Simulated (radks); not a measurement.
Values are calculated unless marked as measured or tabulated.
Q: Successive ionisation energies (eV) of one element, from differences of total energies of ions in their ground configurations, starting at charge 44: 3415.6, 3494.7, 8292.0, 8533.4, 8776.6, 9021.2, 9266.6, 9511.7, 9854.9, 10044.6, 41740, 42520. Code: a radial shooting solver on a logarithmic mesh with Libxc functionals. Model: non-relativistic Kohn-Sham, LDA (Slater exchange, Perdew-Wang correlation), spin-unpolarised, spherical densities, point nucleus; relativity is left out, which matters for an element this heavy. Which element is it?

A: Barium (Z = 56). The first species listed is Ba44+ in [Ne] 3s2, the last Ba55+ in 1s1.
